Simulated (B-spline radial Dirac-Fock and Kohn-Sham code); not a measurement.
# Dipole and non-dipole photoemission parameters of Pr⁺ 3p3/2

System: the Pr⁺ ion in the configuration 1s2 2s2 2p6 3s2 3p6 3d10 4s2 4p6 4d10 4f3 5s2 5p6 6s1; threshold 1234.2 eV (orbital energy of the model). These are calculated numbers from an atomic code on a B-spline grid; the model is Dirac-Hartree-Slater photoionisation with a Latter tail; cross sections with all multipoles, angular parameters from the dipole term and its interference with E2.

The run's input, task.json:

```json
{"items": [{
  "Z": 59,
  "q": 1,
  "cfg": [[1, 0, 2], [2, 0, 2], [2, 1, 6], [3, 0, 2], [3, 1, 6], [3, 2, 10], [4, 0, 2], [4, 1, 6], [4, 2, 10], [4, 3, 3], [5, 0, 2], [5, 1, 6], [6, 0, 1]],
  "A": 141,
  "rrms": 4.8919,
  "do": "xps",
  "hv": [71.8, 80, 80.9, 101.0, 127.0, 161.0, 179.0, 297.0, 302.0, 675.0, 765.0, 800, 1253.6, 1260.0, 1560.0, 1590.0, 2000, 3140.0, 4760.0, 4950.0, 5414.7, 5450.0, 6000, 7520.0, 8047.8, 8520.0, 8700.0, 10700.0, 11600.0, 12000]
}]}
```

Run with: `python xray2_run.py task.json out`

| hν (eV) | σ (kb) | β | γ | δ |
| --- | --- | --- | --- | --- |
| 1253.6 | 215 | 0.140 | -0.257 | 0.140 |
| 1260 | 215 | 0.222 | -0.208 | 0.165 |
| 1560 | 164 | 1.229 | 0.298 | 0.052 |
| 1590 | 160 | 1.261 | 0.283 | 0.046 |
| 2000 | 111 | 1.501 | 0.071 | 0.012 |
| 3140 | 47.8 | 1.648 | -0.012 | 0.007 |
| 4760 | 19.5 | 1.650 | 0.269 | 0.014 |
| 4950 | 17.8 | 1.647 | 0.308 | 0.015 |
| 5414.7 | 14.5 | 1.637 | 0.402 | 0.017 |
| 5450 | 14.2 | 1.636 | 0.410 | 0.017 |
| 6000 | 11.3 | 1.622 | 0.520 | 0.020 |
| 7520 | 6.47 | 1.579 | 0.800 | 0.029 |
| 8047.8 | 5.44 | 1.563 | 0.889 | 0.033 |
| 8520 | 4.70 | 1.549 | 0.965 | 0.036 |
| 8700 | 4.45 | 1.544 | 0.994 | 0.037 |
| 10700 | 2.58 | 1.485 | 1.285 | 0.051 |
| 11600 | ? | ? | ? | ? |
| 12000 | 1.88 | 1.449 | 1.450 | 0.061 |

**Question.** Give the values at 11600 eV.

**Answer.** σ = 2.07 kb, β = 1.460, γ = 1.401, δ = 0.058.
